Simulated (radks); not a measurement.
The numbers below are computed, except where a source is named.
Effect of the nuclear size on the krypton ion Kr+, [Ar] 3d10 4s2 4p5. Code: a radial shooting solver on a logarithmic mesh with Libxc functionals. Model: Dirac Kohn-Sham, BLYP, spin-unpolarised, spherical densities, finite nucleus; open shells are shared between the two j in proportion to 2j + 1; Fermi nuclear charge, rms radius 4.1884 fm. The rms radius is varied about that value; shifts are against it.

[
 {"rms radius (fm)": "3.4471", "total energy shift (eV)": "-0.203", "density at nucleus (e/bohr^3)": "5.021e+04", "1s1/2 shift (meV)": "-86.1", "2s1/2 shift (meV)": "-8.73", "3s1/2 shift (meV)": "-1.39", "3p1/2 shift (meV)": "0.131", "4s1/2 shift (meV)": "-0.161"},
 {"rms radius (fm)": "4.0125", "total energy shift (eV)": "-0.0515", "density at nucleus (e/bohr^3)": "4.96e+04", "1s1/2 shift (meV)": "-21.8", "2s1/2 shift (meV)": "-2.21", "3s1/2 shift (meV)": "-0.352", "3p1/2 shift (meV)": "0.033", "4s1/2 shift (meV)": "-0.041"},
 {"rms radius (fm)": "4.1884", "total energy shift (eV)": "0", "density at nucleus (e/bohr^3)": "4.943e+04", "1s1/2 shift (meV)": "0.000", "2s1/2 shift (meV)": "0.000", "3s1/2 shift (meV)": "0.000", "3p1/2 shift (meV)": "0.000", "4s1/2 shift (meV)": "0.000"},
 {"rms radius (fm)": "4.5109", "total energy shift (eV)": "0.0997", "density at nucleus (e/bohr^3)": "4.914e+04", "1s1/2 shift (meV)": "42.3", "2s1/2 shift (meV)": "4.29", "3s1/2 shift (meV)": "0.681", "3p1/2 shift (meV)": "-0.064", "4s1/2 shift (meV)": "0.079"},
 {"rms radius (fm)": "5.1601", "total energy shift (eV)": "0.321", "density at nucleus (e/bohr^3)": "4.861e+04", "1s1/2 shift (meV)": "136", "2s1/2 shift (meV)": "13.8", "3s1/2 shift (meV)": "2.19", "3p1/2 shift (meV)": "-0.207", "4s1/2 shift (meV)": "0.254"}
]

Slopes of the eigenvalues against <r^2> in GHz/fm^2, as finite differences over the two radii next to the reference (eigenvalue slopes, not the field-shift constants of lines): 1s1/2 3650, 2s1/2 370, 3s1/2 58.8, 3p1/2 -5.55, 4s1/2 6.82.
